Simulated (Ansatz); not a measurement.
`[CH3][Sn]([NH2])([F])[F]`, relaxed with RKS PBE0-D4/def2-TZVP in Ansatz from a PBE-D4/def2-SVP geometry. The force threshold is 0.005 eV/Å; the program also tests the step.

The species carries charge 0 and has multiplicity 1. Sn: def2 effective core potential.

Start:

```xyz
10

C     1.570   -0.412   -0.485
Sn   -0.465    0.281   -0.340
N    -1.711    0.223    1.286
F    -0.458    2.167   -0.850
F    -1.483   -0.645   -1.728
H     1.600   -1.497   -0.271
H     2.196    0.143    0.238
H     1.913   -0.216   -1.518
H    -1.879   -0.750    1.578
H    -1.284    0.706    2.090
```

```csv
step,energy (eV),largest force (eV/Å),largest move (Å)
1,-13871.5448,0.940,0.000
2,-13871.6368,0.320,0.053
3,-13871.6455,0.159,0.037
4,-13871.6463,0.134,0.049
5,-13871.6481,0.065,0.016
6,-13871.6494,0.018,0.074
7 (rejected),-13871.6233,0.917,0.197
8,-13871.6504,0.047,0.060
9,-13871.6512,0.032,0.032
10 (rejected),-13871.6442,0.657,0.145
11,-13871.6531,0.033,0.072
15,-13871.6588,0.049,0.056
19,-13871.6684,0.076,0.063
23,-13871.6796,0.085,0.070
27,-13871.6932,0.154,0.079
31,-13871.7127,0.064,0.020
35,-13871.7198,0.312,0.098
39,-13871.7235,0.078,0.068
43 (rejected),-13871.7242,0.187,0.105
47,-13871.7249,0.011,0.011
51,-13871.7255,0.007,0.021
55 (rejected),-13871.7254,0.091,0.076
59,-13871.7257,0.024,0.024
63,-13871.7258,0.014,0.003
64,-13871.7258,0.003,0.004
```

End:

```xyz
10

C     1.648   -0.253   -0.495
Sn   -0.413    0.126   -0.284
N    -1.301    0.085    1.509
F    -0.791    1.871   -0.984
F    -1.356   -1.105   -1.417
H     1.871   -1.251   -0.121
H     2.209    0.489    0.072
H     1.904   -0.186   -1.551
H    -1.840    0.929    1.668
H    -1.931   -0.704    1.604
```

It took 75 s on 4 threads of an AMD EPYC 9R45 on a shared host, with 0.56 GiB of host memory at the peak.
